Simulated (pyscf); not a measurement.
**•O–SiH₂–O–SiH₂–CH(F)–F, doublet**

Gas-phase minimum from PySCF at ωB97X-D3(BJ)/def2-SVP, one conformer. Other isomers of •O–SiH₂–O–SiH₂–CH(F)–F were not searched in full and may lie lower. 

```
O
Si 1 1.6543
Si 1 1.6621 2 136.34
O 2 1.6846 1 112.11 3 38.23
H 2 1.4831 1 111.09 3 -81.08
H 3 1.4842 1 110.50 2 112.98
H 2 1.4846 5 113.65 4 -115.05
H 3 1.4851 6 111.28 1 -123.02
C 3 1.9158 6 107.94 8 -120.80
F 9 1.3640 3 109.88 6 49.16
F 9 1.3779 10 108.17 3 116.29
H 9 1.1043 10 108.46 11 115.73
```
Charge 0, spin multiplicity 2.

Properties at ωB97X-D3(BJ)/def2-SVP:

```json
{
 "harmonic_wavenumbers_unscaled": "54, 61, 79, 109, 146, 274, 288, 379, 445, 503, 607, 637, 716, 736, 783, 805, 883, 923, 957, 988, 1078, 1111, 1151, 1357, 1369, 2290, 2296, 2299, 2303, 3109 cm⁻¹",
 "zero_point_energy": "41.1 kcal/mol",
 "rotational_symmetry_number": "1",
 "Entropy of this conformer at 298 K and 1 atm, rigid rotor and harmonic oscillator, modes under 100 cm⁻¹ raised to 100": "399.9 J/(mol K)",
 "dipole_moment": "1.83 D",
 "Spin expectation value S2": "0.753"
}
```

Single-point totals, which compare only within one level:

```csv
level,total energy (hartree)
ωB97X-D3(BJ)/def2-TZVP,-970.56580
PBE/def2-TZVP,-969.75960
r²SCAN/def2-TZVP,-970.23817
B3LYP-D3(BJ)/def2-TZVP,-970.52773
PBE0-D3(BJ)/def2-TZVP,-969.82763
M06-2X/def2-TZVP,-970.28302
ωB97M-D3(BJ)/def2-TZVP,-970.62534
```

Soft torsions are taken as harmonic, which can shift the entropy by several J/(mol K).
